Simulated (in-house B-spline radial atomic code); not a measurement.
Whole-atom quantities along the 20-electron series, configuration 1s2 2s2 2p6 3s2 3p6 3d3/2(2). Breit and QED terms are first order and not part of the total energy; the density at the nucleus is averaged over the nuclear charge. Computed with an all-electron radial atomic-structure program (B-spline basis): Dirac-Hartree-Fock, jj configuration that fills j = l - 1/2 first, finite nuclei.

```
  ion   Z  E/Z² (Eh)  Σ<r²> (bohr²)  n(0)/Z³ (bohr⁻³)  Lamb diamagnetic shielding (ppm)  repulsion over attraction  Breit energy (eV)  self-energy (eV)  vacuum polarisation (eV)
 Ti2+  22    -1.7606         16.485           0.78935                           1627.46                    0.15061             7.1966            5.1653                  -0.39684
  V3+  23    -1.7892         13.106           0.80353                           1721.69                    0.14657             8.3846            6.0385                  -0.47489
 Cr4+  24    -1.8162         10.867           0.81793                           1815.85                    0.14246              9.702            7.0111                  -0.56403
 Mn5+  25    -1.8417         9.2269            0.8327                           1910.11                    0.13841             11.156            8.0892                  -0.66529
 Fe6+  26    -1.8659         7.9646           0.84825                           2004.53                    0.13447             12.752            9.2791                  -0.77977
 Co7+  27    -1.8888         6.9617           0.86419                           2099.18                    0.13066             14.499            10.588                  -0.90861
 Ni8+  28    -1.9106         6.1467           0.88139                           2194.08                    0.12699             16.402            12.021                    -1.053
 Cu9+  29    -1.9312         5.4729           0.89786                           2289.26                    0.12348              18.47            13.586                   -1.2143
Zn10+  30    -1.9509         4.9078           0.91565                           2384.76                    0.12011             20.708             15.29                   -1.3938
Ga11+  31    -1.9697         4.4283           0.93377                           2480.58                    0.11689             23.125             17.14                   -1.5928
Ge12+  32    -1.9876         4.0173           0.95244                           2576.76                    0.11381             25.728            19.144                   -1.8129
As13+  33    -2.0048         3.6621           0.97262                           2673.31                    0.11086             28.523            21.307                   -2.0557
Se14+  34    -2.0212         3.3527           0.99327                           2770.25                    0.10804             31.518            23.639                   -2.3227
Br15+  35     -2.037         3.0813            1.0151                           2867.61                    0.10534             34.721            26.148                   -2.6157
Kr16+  36    -2.0522         2.8419            1.0377                            2965.4                    0.10276             38.138             28.84                   -2.9365
Rb17+  37    -2.0668         2.6294            1.0615                           3063.65                    0.10029             41.778            31.724                   -3.2871
Sr18+  38    -2.0809           2.44            1.0862                           3162.36                   0.097919             45.648             34.81                   -3.6692
Zr20+  40    -2.1077         2.1178            1.1385                           3361.28                   0.093468             54.108            41.617                   -4.5371
Nb21+  41    -2.1205           1.98            1.1655                           3461.53                   0.091375             58.714            45.358                   -5.0273
Mo22+  42    -2.1329         1.8551            1.1925                           3562.33                   0.089365              63.58            49.335                    -5.558
Tc23+  43    -2.1449         1.7416            1.2232                           3663.71                   0.087433             68.716            53.559                   -6.1322
Ru24+  44    -2.1566         1.6381             1.253                           3765.68                   0.085574             74.129             58.04                   -6.7521
Rh25+  45     -2.168         1.5434            1.2859                           3868.27                   0.083784             79.826            62.788                    -7.421
Pd26+  46    -2.1791         1.4566            1.3193                           3971.51                   0.082061             85.817            67.814                   -8.1416
```

(1) With what power of Z does the column «vacuum polarisation (eV)» change over this range?

Answers

(1) A fit of the logarithm of its size against log Z from Z = 22 to 46 has slope 4.09.
